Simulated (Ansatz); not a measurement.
C₆H₁₀O₂ (`COC(=O)C1CCC1`). Charge 0, multiplicity 1. All single points use the PBE0-D4/def2-TZVP geometry. It is one conformer, not always the lowest.

```xyz
18

C     0.194   -3.198    0.472
O     0.211   -1.831    0.868
C    -0.004   -0.948   -0.117
O    -0.201   -1.272   -1.260
C     0.033    0.465    0.370
C    -1.139    1.381   -0.050
C    -0.123    2.511   -0.290
C     0.973    1.436   -0.382
H     0.968   -3.392   -0.273
H     0.383   -3.773    1.376
H    -0.775   -3.462    0.046
H     0.203    0.492    1.447
H    -1.568    1.024   -0.988
H    -1.935    1.539    0.679
H    -0.276    3.158   -1.155
H     0.000    3.135    0.598
H     1.111    1.095   -1.410
H     1.944    1.639    0.069
```

Task: What is the dipole moment at PBE/def2-TZVPP? (Best estimate.)

Result: The calculation gave: 1.59 D, with components (0.30, 0.05, 1.56) D in this frame, pointing from negative to positive charge.

Task: And with r2SCAN, B3LYP, ωB97M-V? (An estimate is asked.)

Result: The calculation gave: r2SCAN 1.63 D, B3LYP 1.64 D, ωB97M-V 1.63 D.

Task: Give the Mulliken charges with PBE, r2SCAN, ωB97M-V in def2-TZVPP. (Best estimate.)

Result: The calculation gave: 
```csv
atom,PBE,r2SCAN,ωB97M-V
C1,-0.17,-0.01,-0.20
O2,-0.19,-0.26,-0.26
C3,0.17,0.24,0.29
O4,-0.30,-0.37,-0.35
C5,0.11,0.19,-0.01
C6,-0.16,-0.13,-0.20
C7,-0.09,-0.03,-0.18
C8,-0.16,-0.13,-0.20
H9,0.11,0.07,0.13
H10,0.12,0.07,0.13
H11,0.11,0.07,0.13
H12,0.05,0.03,0.09
H13,0.07,0.05,0.11
H14,0.07,0.04,0.10
H15,0.06,0.03,0.09
H16,0.05,0.03,0.09
H17,0.07,0.05,0.11
H18,0.07,0.04,0.10
```

B3LYP here is the variant with VWN-RPA as its local correlation; programs differ in this.

Computed with Ansatz.
